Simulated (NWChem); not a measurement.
GeH₂F₂; SMILES [GeH2]([F])[F]

Computed with NWChem. Pople sets run with spherical d functions. B3LYP is NWChem's, with the RPA form of VWN correlation. Each level has its own optimisation; frequencies are unscaled.

```json
[
 {"level": "B3LYP/3-21G", "r F–Ge (Å)": "1.704", "r Ge–H (Å)": "1.535", "highest harmonic frequency (cm⁻¹)": "2110", "lowest (cm⁻¹)": "268", "zero-point energy (kcal/mol)": "13.2", "dipole (D)": "2.28"},
 {"level": "LDA (Slater exchange, VWN5)/def2-SVP", "r F–Ge (Å)": "1.722", "r Ge–H (Å)": "1.538", "highest harmonic frequency (cm⁻¹)": "[?]", "lowest (cm⁻¹)": "[?]", "zero-point energy (kcal/mol)": "[?]", "dipole (D)": "[?]"},
 {"level": "Hartree-Fock/6-31G*", "r F–Ge (Å)": "1.709", "r Ge–H (Å)": "1.527", "highest harmonic frequency (cm⁻¹)": "2323", "lowest (cm⁻¹)": "261", "zero-point energy (kcal/mol)": "13.8", "dipole (D)": "2.79"},
 {"level": "PBE0/def2-SVP", "r F–Ge (Å)": "1.729", "r Ge–H (Å)": "1.529", "highest harmonic frequency (cm⁻¹)": "2231", "lowest (cm⁻¹)": "240", "zero-point energy (kcal/mol)": "13.0", "dipole (D)": "2.58"}
]
```

### Question
What belongs in the gaps?

### Answer

- LDA (Slater exchange, VWN5)/def2-SVP, highest harmonic frequency (cm⁻¹): 2153
- LDA (Slater exchange, VWN5)/def2-SVP, lowest (cm⁻¹): 234
- LDA (Slater exchange, VWN5)/def2-SVP, zero-point energy (kcal/mol): 12.6
- LDA (Slater exchange, VWN5)/def2-SVP, dipole (D): 2.38
